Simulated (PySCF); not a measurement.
Si(OH)3(nBu), SMILES CCCC[Si](O)(O)O (GFN2-xTB optimised geometry):

```
20

C     -3.996    -2.027     2.880
C     -2.473    -2.017     2.827
C     -1.950    -1.311     1.578
C     -0.423    -1.304     1.511
Si     0.260    -0.368     0.000
O     -0.239    -1.048    -1.393
O     -0.243     1.181     0.000
O      1.889    -0.368     0.000
H     -4.346    -2.532     3.778
H     -4.404    -2.545     2.014
H     -4.384    -1.011     2.883
H     -2.083    -1.513     3.715
H     -2.102    -3.044     2.841
H     -2.348    -1.812     0.692
H     -2.318    -0.282     1.565
H     -0.037    -0.859     2.430
H     -0.072    -2.337     1.506
H     -1.113    -0.846    -1.714
H      0.211     1.812     0.549
H      2.348    -1.125    -0.351
```

Computed with B3LYP/def2-SVP run with PySCF.

**Question.** What are the frontier orbital energies and the dipole moment?

**Answer.** HOMO-2 -8.57 eV, HOMO-1 -8.51 eV, HOMO -7.49 eV, LUMO 0.91 eV, LUMO+1 1.69 eV; dipole moment 0.84 D.

On the same geometry PBE/def2-SVP (PySCF 2.14.0) gives HOMO-2 -7.04 eV, HOMO-1 -7.00 eV, HOMO -6.26 eV, LUMO 0.37 eV, LUMO+1 1.16 eV; dipole moment 0.73 D.

Meta-Löwdin charges at B3LYP/def2-SVP: C1 -0.28, C2 -0.15, C3 -0.15, C4 -0.44, Si5 1.41, O6 -0.72, O7 -0.72, O8 -0.72, H9 0.09, H10 0.09, H11 0.09, H12 0.08, H13 0.08, H14 0.07, H15 0.08, H16 0.09, H17 0.09, H18 0.33, H19 0.33, H20 0.33.
